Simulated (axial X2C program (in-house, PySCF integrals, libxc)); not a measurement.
## Ω levels of HoS from open-shell CI on f10 s1

Calculated with an in-house all-electron X2C program for linear molecules (integrals from PySCF): two-component X2C with atomic mean-field Coulomb and Gaunt terms, basis Ho dyall-v3z, S dyall-av3z (cores contracted in-house). Orbitals come from Hartree–Fock averaged over the configuration Ho f10 s1; CI then distributes these electrons over the f, s shells of Ho.

R = 2.307 Å (near the minimum of the configuration average).

Lowest levels of this model:

| Ω | energy (cm⁻¹) | g∥ | μ (D) | configuration |
| --- | --- | --- | --- | --- |
| 17/2 | 0 | 21.91 | -7.61 | 100% f10 s1 |
| 15/2 | 156 | 19.22 | -7.60 | 100% f10 s1 |
| 13/2 | 304 | 16.57 | -7.60 | 100% f10 s1 |
| 11/2 | 426 | 13.98 | -7.60 | 100% f10 s1 |
| 9/2 | 513 | 11.44 | -7.60 | 100% f10 s1 |
| 7/2 | 568 | 8.91 | -7.60 | 100% f10 s1 |
| 5/2 | 596 | 6.38 | -7.60 | 100% f10 s1 |
| 3/2 | 609 | 3.84 | -7.60 | 100% f10 s1 |
| 1/2 | 613 | 1.28 | -7.59 | 100% f10 s1 |
| 15/2 | 1340 | 18.15 | -7.61 | 100% f10 s1 |
| 13/2 | 1454 | 15.74 | -7.60 | 100% f10 s1 |
| 11/2 | 1557 | 13.31 | -7.60 | 100% f10 s1 |
| 9/2 | 1644 | 10.87 | -7.60 | 100% f10 s1 |
| 7/2 | 1711 | 8.44 | -7.60 | 100% f10 s1 |
| 5/2 | 1760 | 6.02 | -7.60 | 100% f10 s1 |
| 3/2 | 1792 | 3.60 | -7.60 | 100% f10 s1 |
| 1/2 | 1807 | 1.20 | -7.60 | 100% f10 s1 |
| 15/2 | 5103 | 18.41 | -7.60 | 100% f10 s1 |
| 13/2 | 5244 | 15.68 | -7.60 | 100% f10 s1 |
| 11/2 | 5367 | 13.13 | -7.60 | 100% f10 s1 |
| 9/2 | 5468 | 10.70 | -7.60 | 100% f10 s1 |
| 7/2 | 5543 | 8.33 | -7.60 | 100% f10 s1 |
| 5/2 | 5595 | 5.98 | -7.60 | 100% f10 s1 |
| 3/2 | 5625 | 3.60 | -7.59 | 100% f10 s1 |
| 1/2 | 5640 | 1.20 | -7.59 | 100% f10 s1 |
| 13/2 | 5760 | 15.01 | -7.60 | 100% f10 s1 |
| 11/2 | 5898 | 12.69 | -7.60 | 100% f10 s1 |
| 9/2 | 5999 | 10.35 | -7.60 | 100% f10 s1 |
| 7/2 | 6079 | 8.01 | -7.59 | 100% f10 s1 |
| 5/2 | 6143 | 5.69 | -7.59 | 100% f10 s1 |

g∥ is the magnitude of 2⟨Lz + ge Sz⟩ for the +Ω component. μ is positive if the S end is positive.

(1) From Ω and g∥ of the lowest level, whose 2⟨Lz + ge Sz⟩ is positive, find ⟨Sz⟩ and ⟨Lz⟩ (ge = 2.0023).

Occupations of the active spinors in the lowest level by ω, shell by shell in order of energy: -7/2: 0.00; -5/2: 0.93 0.07; -3/2: 0.86 0.14; -1/2: 0.74 0.26 0.00; 1/2: 1.00 1.00 1.00; 3/2: 1.00 1.00; 5/2: 1.00 1.00; 7/2: 1.00. The leading determinant has weight 0.59 among 34.

This point took 2.8 s on 1 thread of Arm Neoverse V2, on a shared host.

There is no dynamic correlation: spin–orbit spacings and, for f shells, spacings inside one term are the most reliable numbers, splittings between terms come out too wide, and energies between configurations are not reliable, so the lowest level need not be the ground state of the molecule. At most 4 roots were kept for each Ω > 0 (twice that for Ω = 0) within 2.2 eV of the lowest, so higher up levels can be missing between those listed; levels with Ω > 0 are doubly degenerate and listed once, Ω = 0 levels singly. Along the bond the averaged SCF switches between close solutions, so this one may not be the lowest.

Answers

(1) Ω = ⟨Lz⟩ + ⟨Sz⟩ = 17/2 and ⟨Lz⟩ + ge⟨Sz⟩ = 10.955, so ⟨Sz⟩ = 2.45 and ⟨Lz⟩ = 6.05.
